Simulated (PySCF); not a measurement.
Sn(Me)(SMe)3, C4H12S3Sn, SMILES C[S][Sn]([CH3])([S]C)[S]C, GFN2-xTB optimised geometry.

```
20

C     -0.94    -3.08    -1.29
S     -0.73    -1.39    -1.92
Sn     0.24    -0.20     0.00
C      2.47    -0.20     0.00
S     -0.64    -1.34     2.02
C     -0.28    -0.13     3.32
S     -0.50     2.15     0.00
C     -2.18     2.05    -0.68
H      0.01    -3.59    -1.31
H     -1.64    -3.56    -1.97
H     -1.35    -3.05    -0.29
H      2.83    -1.06     0.56
H      2.82     0.72     0.46
H      2.81    -0.25    -1.03
H      0.78    -0.13     3.54
H     -0.85    -0.44     4.18
H     -0.60     0.86     3.01
H     -2.15     1.57    -1.66
H     -2.51     3.08    -0.78
H     -2.83     1.51     0.00
```

Density from CAM-B3LYP/def2-SVP, def2 effective core potentials past Kr (PySCF 2.14.0) at that geometry. The core electrons that the potentials of Sn replace are not part of the density.

Minimum of the electron density along straight lines between bonded atoms, close to the bond critical point (lines longer than 1.1 times the sum of covalent radii, or with two minima, are not listed):

| bond | length / Å | ρ at the minimum / e bohr⁻³ | ∇²ρ there / e bohr⁻⁵ | position (fraction from the first atom) |
|---|---|---|---|---|
| C1–S2 | 1.818 | 0.178 | -0.31 | 0.46 |
| S2–Sn3 | 2.458 | 0.075 | 0.10 | 0.53 |
| Sn3–C4 | 2.239 | 0.089 | 0.09 | 0.50 |
| Sn3–S5 | 2.478 | 0.073 | 0.10 | 0.47 |
| S5–C6 | 1.816 | 0.179 | -0.32 | 0.54 |
| Sn3–S7 | 2.457 | 0.075 | 0.10 | 0.47 |
| S7–C8 | 1.820 | 0.177 | -0.31 | 0.54 |
| C1–H9 | 1.084 | 0.282 | -1.09 | 0.64 |
| C1–H10 | 1.085 | 0.281 | -1.08 | 0.64 |
| C1–H11 | 1.085 | 0.282 | -1.09 | 0.64 |
| C4–H12 | 1.085 | 0.275 | -1.03 | 0.64 |
| C4–H13 | 1.084 | 0.276 | -1.03 | 0.64 |
| C4–H14 | 1.084 | 0.276 | -1.03 | 0.64 |
| C6–H15 | 1.084 | 0.282 | -1.08 | 0.64 |
| C6–H16 | 1.085 | 0.280 | -1.07 | 0.64 |
| C6–H17 | 1.085 | 0.282 | -1.09 | 0.65 |
| C8–H18 | 1.085 | 0.282 | -1.09 | 0.65 |
| C8–H19 | 1.085 | 0.280 | -1.07 | 0.64 |
| C8–H20 | 1.086 | 0.281 | -1.08 | 0.64 |
